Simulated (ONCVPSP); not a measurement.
PBE ONCV dataset for Nd, scalar-relativistic all-electron reference.

The input file (ONCVPSP 4.0.1):

```
# ATOM AND REFERENCE CONFIGURATION
# atsym  z   nc   nv     iexc    psfile
  Nd 60.00    9    4        4      upf
#
#   n    l    f
    1    0    2.00
    2    0    2.00
    2    1    6.00
    3    0    2.00
    3    1    6.00
    3    2   10.00
    4    0    2.00
    4    1    6.00
    4    2   10.00
    4    3    4.00
    5    0    2.00
    5    1    6.00
    6    0    1.50
#
# PSEUDOPOTENTIAL AND OPTIMIZATION
# lmax
    3
#
#   l,   rc,      ep,       ncon, nbas, qcut
    0    2.45    0.00    3    7    5.00
    1    1.70    0.00    4    9    4.40
    2    2.50    0.04    3    7    4.00
    3    0.90    0.00    3    8   18.60
#
# LOCAL POTENTIAL
# lloc, lpopt,  rc(5),   dvloc0
    4    5    0.75    0.00
#
# VANDERBILT-KLEINMAN-BYLANDER PROJECTORs
# l, nproj, debl
    0    3    2.70
    1    1    0.40
    2    2    0.50
    3    2    1.00
#
# MODEL CORE CHARGE
# icmod, fcfact, rcfact
    1    0.50    0.00
#
# LOG DERIVATIVE ANALYSIS
# epsh1, epsh2, depsh
   -3.00    5.00    0.02
#
# OUTPUT GRID
# rlmax, drl
    6.00    0.01
#
# TEST CONFIGURATIONS
# ncnf
    4
# nvcnf
#   n    l    f
    4
    4    3    4.00
    5    0    2.00
    5    1    6.00
    6    0    2.00
#
    4
    4    3    4.00
    5    0    2.00
    5    1    6.00
    6    0    1.00
#
    4
    4    3    4.00
    5    0    2.00
    5    1    6.00
    6    0    0.00
#
    5
    4    3    3.00
    5    0    2.00
    5    1    6.00
    6    0    2.00
    5    2    1.00
#
```

Command:

```bash
oncvpsp.x < Nd.dat > Nd.out
```

Resulting log (shortened: citation, most of the input echo, consistency checks and plot data are left out):

```
ONCVPSP  (Optimized Norm-Conservinng Vanderbilt PSeudopotential)
scalar-relativistic version 4.0.1

#   n    l    f        energy (Ha)
    1    0    2.00    -1.5951630E+03
    2    0    2.00    -2.5809215E+02
    2    1    6.00    -2.3071795E+02
    3    0    2.00    -5.6074147E+01
    3    1    6.00    -4.7442414E+01
    3    2   10.00    -3.5473053E+01
    4    0    2.00    -1.1233363E+01
    4    1    6.00    -8.4069482E+00
    4    2   10.00    -4.3905597E+00
    4    3    4.00    -1.6745492E-01
    5    0    2.00    -1.5913752E+00
    5    1    6.00    -9.1604083E-01
    6    0    1.50    -2.1228460E-01

Reference configufation results
  iterations    32
  all-electron total energy (Ha)   -9.62389940D+03

Begin loop to  construct optimized pseudo wave functions
and semi-local pseudopoentials for all angular momenta

   Wellstate for l =  0  n =  8
     eigenvalue =   2.4877
     asymptotic potential =   2.9877
     half-point radius =  4.2443

Calculating optimized projector #   1

 for l=   0

    Fraction of norm inside rc  0.960503
    Optimizing pswf for qcut=   5.00 a_B^-1,  ecut=  12.52 Ha
    Residual kinetic energy error=  1.17D-06 Ha

    Energy error per electron        Cutoff
         Ha          eV             Ha
         0.01000     0.27211        5.00
         0.00100     0.02721        7.94
         0.00010     0.00272        9.71
         0.00001     0.00027       11.21

Calculating optimized projector #   2

 for l=   0

    Fraction of norm inside rc  0.076682
    Optimizing pswf for qcut=   5.00 a_B^-1,  ecut=  12.52 Ha
    Residual kinetic energy error=  1.37D-06 Ha

    Energy error per electron        Cutoff
         Ha          eV             Ha
         0.01000     0.27211        2.30
         0.00100     0.02721        7.17
         0.00010     0.00272        9.46
         0.00001     0.00027       11.19

Calculating optimized projector #   3

 for l=   0

    Fraction of norm inside rc  0.146003
    Optimizing pswf for qcut=   5.00 a_B^-1,  ecut=  12.52 Ha
    Residual kinetic energy error=  1.47D-04 Ha

    Energy error per electron        Cutoff
         Ha          eV             Ha
         0.01000     0.27211        8.04
         0.00100     0.02721       10.43
         0.00010     0.00272       14.18
         0.00001     0.00027       35.97

Calculating optimized projector #   1

 for l=   1

    Fraction of norm inside rc  0.529818
    Optimizing pswf for qcut=   4.40 a_B^-1,  ecut=   9.70 Ha
    Residual kinetic energy error=  5.20D-03 Ha

    Energy error per electron        Cutoff
         Ha          eV             Ha
         0.01000     0.27211        7.44
         0.00100     0.02721       38.60
         0.00010     0.00272       91.19
         0.00001     0.00027      109.56

WARNING wellstate: moderately localized bound state found for n= 5 l=  2
WARNING scattering state with energy  0.05000000
WARNING will be used for the first projector

   Wellstate for l =  2  n =  6
     eigenvalue =   0.0500
     asymptotic potential =   0.5500
     half-point radius = 12.6220

   Wellstate for l =  2  n =  6
     eigenvalue =   0.5500
     asymptotic potential =   1.0500
     half-point radius =  4.6208

Calculating optimized projector #   1

 for l=   2

    Fraction of norm inside rc  0.119697
    Optimizing pswf for qcut=   4.00 a_B^-1,  ecut=   8.01 Ha
    Residual kinetic energy error=  2.51D-05 Ha

    Energy error per electron        Cutoff
         Ha          eV             Ha
         0.01000     0.27211        3.76
         0.00100     0.02721        5.61
         0.00010     0.00272        7.12
         0.00001     0.00027       10.83

Calculating optimized projector #   2

 for l=   2

    Fraction of norm inside rc  0.240156
    Optimizing pswf for qcut=   4.00 a_B^-1,  ecut=   8.01 Ha
    Residual kinetic energy error=  1.81D-04 Ha

    Energy error per electron        Cutoff
         Ha          eV             Ha
         0.01000     0.27211        5.20
         0.00100     0.02721        6.90
         0.00010     0.00272        8.84
         0.00001     0.00027       15.13

   Wellstate for l =  3  n =  5
     eigenvalue =   0.8325
     asymptotic potential =   1.3325
     half-point radius =  3.6811

Calculating optimized projector #   1

 for l=   3

    Fraction of norm inside rc  0.479004
    Optimizing pswf for qcut=  18.60 a_B^-1,  ecut= 172.99 Ha
    Residual kinetic energy error=  3.05D-05 Ha

    Energy error per electron        Cutoff
         Ha          eV             Ha
         0.01000     0.27211      118.09
         0.00100     0.02721      137.67
         0.00010     0.00272      155.41

Calculating optimized projector #   2

 for l=   3

    Fraction of norm inside rc  0.071432
    Optimizing pswf for qcut=  18.60 a_B^-1,  ecut= 172.99 Ha
    Residual kinetic energy error=  6.62D-07 Ha

    Energy error per electron        Cutoff
         Ha          eV             Ha
         0.01000     0.27211      102.42
         0.00100     0.02721      126.46
         0.00010     0.00272      145.10
         0.00001     0.00027      158.91

Construct Vanderbilt / Kleinmman-Bylander projectors

B matrix Hermiticity error, ll=   0
   1   2    9.8517E-05
   1   3    3.7641E-04
   2   3   -1.0471E-04

  Orthonormal projector coefficients  2.5599E+01  2.6305E+00  5.4010E-01

B matrix Hermiticity error, ll=   2
   1   2   -1.8181E-05

  Orthonormal projector coefficients  8.0570E+00  6.2214E-01

B matrix Hermiticity error, ll=   3
   1   2    1.7374E-04

  Orthonormal projector coefficients -1.7759E+01 -4.4334E+00

Model core correction analysis
  based on d2Exc/dn_idn_j

d2excae - all-electron derivatives

   -1.699807D-02   -1.327014D-02   -1.021940D-02   -9.065372D-04
   -1.323541D-02   -2.553305D-02   -2.194205D-02   -1.225898D-03
   -1.019777D-02   -2.202612D-02   -2.153270D-02   -9.595554D-04
   -1.019448D-03   -1.470301D-03   -1.386993D-03   -2.340529D-04

d2excps - pseudofunction derivatives with no core correction

   -5.077055D-02   -2.643838D-02   -1.443976D-02   -2.153096D-03
   -2.640532D-02   -2.657020D-02   -2.204365D-02   -1.490836D-03
   -1.441851D-02   -2.212869D-02   -2.254770D-02   -1.019979D-03
   -2.267558D-03   -1.738164D-03   -1.452579D-03   -2.596550D-04

rms 2nd derivative error    9.773831E-03

Polynomial model core charge

d2excps - pseudofunction derivatives with core correction

   -2.140436D-02   -1.539478D-02   -1.095840D-02   -1.055636D-03
   -1.536022D-02   -2.072019D-02   -1.952883D-02   -9.419221D-04
   -1.093677D-02   -1.961267D-02   -2.146286D-02   -7.813441D-04
   -1.168520D-03   -1.186257D-03   -1.208791D-03   -2.074085D-04

rms 2nd derivative error    2.009717E-03

Pseudoatom total energy  -57.668098

Diagnostic tests using Vanderbilt-Kleinman-Bylander pseudopotentials
  1 or more projectors used as specified by nproj input data

   l    rcore       rmatch      e in        delta e   norm test  slope test

   0   2.4522693   2.5267256  -1.5913752   0.0000041   1.0001287   1.0001237
   0   2.4522693   2.5267256  -0.2122846   0.0000022   1.0000307   1.0000105
   0   2.4522693   2.5267256   2.4877154   0.0000001   1.0002719   1.0002719

   1   1.7025166   1.7542087  -0.9160408  -0.0000065   0.9999992   1.0000207

   2   2.5116556   2.5879149   0.0500000  -0.0000183   1.0000662   1.0000662
   2   2.5116556   2.5879149   0.5500000  -0.0000070   1.0001408   1.0001408

   3   0.9030367   0.9304548  -0.1674549   0.0001070   1.0002462   0.9999627
   3   0.9030367   0.9304548   0.8325451  -0.0000349   1.0005145   1.0005145

 Testing for bound ghosts
   n   l    E NL Schr. Eq   E Basis Diag.   E Cutoff

       0                      -14.339870     44.03  WARNING - GHOST(-)
   1   0       -1.591371       -1.591356     44.03
   2   0       -0.212282       -0.195753     44.03

       1                      -10.044262    104.12  WARNING - GHOST(-)
   2   1       -0.916047       -0.915251    104.12

   3   2       -0.165201       -0.160780     41.11

   4   3       -0.167348       -0.121202    475.66

 Testing for highly-localized positive-energy ghosts
       l    <radius>/rc     E Basis Diag.   E Cutoff

       0        0.817264        6.530854     44.03  WARNING - GHOST(+)

       2        0.261913        1.521630     41.11  WARNING - GHOST(+)

Test configuration 0

   n   l     f        eae           eps        diff
   1   0  2.0000-1595.16304779
   2   0  2.0000 -258.09214787
   2   1  6.0000 -230.71794786
   3   0  2.0000  -56.07414711
   3   1  6.0000  -47.44241384
   3   2 10.0000  -35.47305338
   4   0  2.0000  -11.23336282
   4   1  6.0000   -8.40694822
   4   2 10.0000   -4.39055973
   4   3  4.0000   -0.16745492   -0.16734795    1.07D-04
   5   0  2.0000   -1.59137521   -1.59137113    4.08D-06
   5   1  6.0000   -0.91604083   -0.91604737   -6.54D-06
   6   0  1.5000   -0.21228460   -0.21228237    2.23D-06

    Total energies and differences
      AE_ref= -9.62389940D+03  AE_tst= -9.62389940D+03  dif=  0.00D+00
      PS_ref= -5.76680977D+01  PS_tst= -5.76680977D+01  dif=  7.11D-14
      PSP excitation error= -7.11D-14

Test configuration 1

   n   l     f        eae           eps        diff
   1   0  2.0000-1595.05963554
   2   0  2.0000 -257.98917174
   2   1  6.0000 -230.61490311
   3   0  2.0000  -55.97180871
   3   1  6.0000  -47.34006124
   3   2 10.0000  -35.37064077
   4   0  2.0000  -11.13077455
   4   1  6.0000   -8.30426339
   4   2 10.0000   -4.28771236
   4   3  4.0000   -0.06437669   -0.06417470    2.02D-04
   5   0  2.0000   -1.48702078   -1.48714334   -1.23D-04
   5   1  6.0000   -0.81176856   -0.81175575    1.28D-05
   6   0  2.0000   -0.12869980   -0.12870582   -6.02D-06

    Total energies and differences
      AE_ref= -9.62389940D+03  AE_tst= -9.62398475D+03  dif= -8.54D-02
      PS_ref= -5.76680977D+01  PS_tst= -5.77531071D+01  dif= -8.50D-02
      PSP excitation error= -3.47D-04

Test configuration 2

   n   l     f        eae           eps        diff
   1   0  2.0000-1595.27747701
   2   0  2.0000 -258.20594581
   2   1  6.0000 -230.83182339
   3   0  2.0000  -56.18716517
   3   1  6.0000  -47.55544773
   3   2 10.0000  -35.58615903
   4   0  2.0000  -11.34663090
   4   1  6.0000   -8.52032069
   4   2 10.0000   -4.50410251
   4   3  4.0000   -0.28104706   -0.28112351   -7.65D-05
   5   0  2.0000   -1.70631656   -1.70619014    1.26D-04
   5   1  6.0000   -1.03057301   -1.03057747   -4.45D-06
   6   0  1.0000   -0.30128733   -0.30126989    1.74D-05

    Total energies and differences
      AE_ref= -9.62389940D+03  AE_tst= -9.62377116D+03  dif=  1.28D-01
      PS_ref= -5.76680977D+01  PS_tst= -5.75399145D+01  dif=  1.28D-01
      PSP excitation error=  4.98D-05

Test configuration 3

   n   l     f        eae           eps        diff
   1   0  2.0000-1595.53513128
   2   0  2.0000 -258.46193054
   2   1  6.0000 -231.08799272
   3   0  2.0000  -56.44119771
   3   1  6.0000  -47.80951793
   3   2 10.0000  -35.84041023
   4   0  2.0000  -11.60115973
   4   1  6.0000   -8.77507814
   4   2 10.0000   -4.75921651
   4   3  4.0000   -0.53560608   -0.53640374   -7.98D-04
   5   0  2.0000   -1.96352089   -1.96318692    3.34D-04
   5   1  6.0000   -1.28557034   -1.28551001    6.03D-05

    Total energies and differences
      AE_ref= -9.62389940D+03  AE_tst= -9.62337475D+03  dif=  5.25D-01
      PS_ref= -5.76680977D+01  PS_tst= -5.71434436D+01  dif=  5.25D-01
      PSP excitation error= -7.53D-06

Test configuration 4

   n   l     f        eae           eps        diff
   1   0  2.0000-1595.27893241
   2   0  2.0000 -258.22852363
   2   1  6.0000 -230.85098872
   3   0  2.0000  -56.24417012
   3   1  6.0000  -47.61171756
   3   2 10.0000  -35.63914698
   4   0  2.0000  -11.38548548
   4   1  6.0000   -8.55278154
   4   2 10.0000   -4.52492427
   4   3  3.0000   -0.25372313   -0.26488949   -1.12D-02
   5   0  2.0000   -1.60599877   -1.62050896   -1.45D-02
   5   1  6.0000   -0.90675296   -0.90379561    2.96D-03
   6   0  2.0000   -0.14219234   -0.14319589   -1.00D-03
   5   2  1.0000   -0.10746439   -0.10416618    3.30D-03

    Total energies and differences
      AE_ref= -9.62389940D+03  AE_tst= -9.62391672D+03  dif= -1.73D-02
      PS_ref= -5.76680977D+01  PS_tst= -5.76811923D+01  dif= -1.31D-02
      PSP excitation error= -4.23D-03
```

Note: ghosts flagged at negative energy: s at -390.2 eV, p at -273.3 eV; GHOST(+) flagged for d at 41.4 eV, s at 177.7 eV. A true bound ghost makes a file unfit for plane-wave use.

The run took about 5.1 s on one core of a shared server CPU.
